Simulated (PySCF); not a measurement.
C2H8O2Si2, SMILES C[C@H]1O[Si@H](O)[SiH2]1. Atoms are numbered in the order given.

```xyz
14

C     -2.3615    -0.5661     0.8082
C     -0.9696     0.0252     0.9620
O      0.0335    -0.9856     0.6642
Si     0.9142    -0.4604    -0.6778
O      2.5505    -0.3670    -0.4142
Si    -0.4783     1.3679    -0.3460
H     -3.1317     0.1613     1.1117
H     -2.5553    -0.8557    -0.2378
H     -2.4623    -1.4683     1.4325
H     -0.8185     0.3583     2.0040
H      0.8018    -1.3604    -1.8506
H      2.8416     0.1804     0.3224
H      0.1008     2.6167     0.2345
H     -1.5642     1.7293    -1.3042
```

Coordinates come from a ωB97X-D3(BJ)/def2-SVP optimisation. The structure was generated by enumeration; whether it is a known compound was not checked. Other conformers were not sampled.

Computed with r2SCAN/def2-TZVP run with PySCF.

ESP charges are fitted to the potential on shells at 1.4 to 2.0 van der Waals radii. Atomic charges (e):

```tsv
atom	IAO	Löwdin	ESP fit
C1	-0.43	-0.31	-0.60
C2	-0.14	-0.44	0.42
O3	-0.67	0.06	-0.44
Si4	1.09	0.01	0.56
O5	-0.78	-0.12	-0.61
Si6	0.34	0.22	-0.19
H7	0.15	0.13	0.16
H8	0.14	0.12	0.16
H9	0.15	0.12	0.16
H10	0.14	0.13	0.01
H11	-0.15	-0.04	-0.05
H12	0.37	0.18	0.41
H13	-0.10	-0.03	0.00
H14	-0.10	-0.03	0.02
```

Computed Mayer and Wiberg (Löwdin basis) orders of the bonds:
| bond | Mayer | Wiberg |
|---|---|---|
| C1–C2 | 0.99 | 1.31 |
| C2–O3 | 0.88 | 1.37 |
| O3–Si4 | 1.12 | 1.46 |
| Si4–O5 | 1.20 | 1.70 |
| C2–Si6 | 0.92 | 1.04 |
| Si4–Si6 | 0.93 | 1.02 |
| C1–H7 | 0.97 | 0.90 |
| C1–H8 | 0.96 | 0.90 |
| C1–H9 | 0.97 | 0.90 |
| C2–H10 | 0.94 | 0.84 |
| Si4–H11 | 0.92 | 0.92 |
| O5–H12 | 0.88 | 1.02 |
| Si6–H13 | 0.93 | 0.94 |
| Si6–H14 | 0.93 | 0.93 |
